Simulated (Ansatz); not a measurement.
Program: Ansatz 0.2.0.

A structure relaxed at PBE0-D4/def2-TZVP, charge 0, multiplicity 1:

```tsv
atom	x (Å)	y (Å)	z (Å)
C1	-0.8409	-1.8015	-1.1867
C2	-0.7909	-0.5201	-0.8372
Si3	0.3751	0.2467	0.3854
N4	1.4595	1.4361	-0.1704
N5	-0.5859	0.9945	1.5726
Br6	1.7297	-1.3984	1.1116
H7	-0.1702	-2.5349	-0.7493
H8	-1.5502	-2.1699	-1.9227
H9	-1.4924	0.1659	-1.3146
H10	1.1197	2.3348	-0.4717
H11	2.3239	1.1799	-0.6160
H12	-1.4310	0.5460	1.8879
H13	-0.1463	1.5210	2.3111
```

**Question.** Give its formula and SMILES.

**Answer.** C2H7BrN2Si, `C=C[Si](N)(N)Br`.

**Question.** Point group (tolerance 0.08 Å, 0.16 Å for H)?

**Answer.** C1.

**Question.** Summarise the bond lengths by kind.

**Answer.** 1 × C–C 1.329 Å; 3 × C–H 1.086 to 1.091 Å; 1 × C–Si 1.855 Å; 2 × N–Si 1.701 to 1.703 Å; 1 × Br–Si 2.251 Å; 4 × H–N 1.006 to 1.008 Å.
